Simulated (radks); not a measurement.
Results of a calculation; reference values are marked as such.
Species: Cd. Configuration: [Kr] 4d10 5s1 5f1 (not the ground configuration). Code: a radial shooting solver on a logarithmic mesh with Libxc functionals. Model: Dirac Kohn-Sham, PBE, spin-unpolarised, spherical densities, finite nucleus; open shells are shared between the two j in proportion to 2j + 1; Fermi nuclear charge, rms radius 4.6087 fm.

Spin-orbit splittings of the eigenvalues, e(l+1/2) - e(l-1/2), with zeta = 2 splitting/(2l+1) and mean radii in bohr:

| shell | occ. | splitting (eV) | zeta (eV) | <r> j=l-1/2 | <r> j=l+1/2 |
|---|---|---|---|---|---|
| 2p | 6 | 192.5 | 128.3 | 0.1112 | 0.1164 |
| 3p | 6 | 34.37 | 22.91 | 0.3494 | 0.3604 |
| 3d | 10 | ? | ? | 0.3327 | 0.3362 |
| 4p | 6 | 5.817 | 3.878 | 0.9394 | 0.9704 |
| 4d | 10 | 0.7049 | 0.2819 | 1.261 | 1.280 |
| 5f | 1 | 1.094e-06 | 3.125e-07 | 29.35 | 29.35 |

Estimate the 3d splitting.

Answer. 6.984 eV (zeta = 2.794 eV).
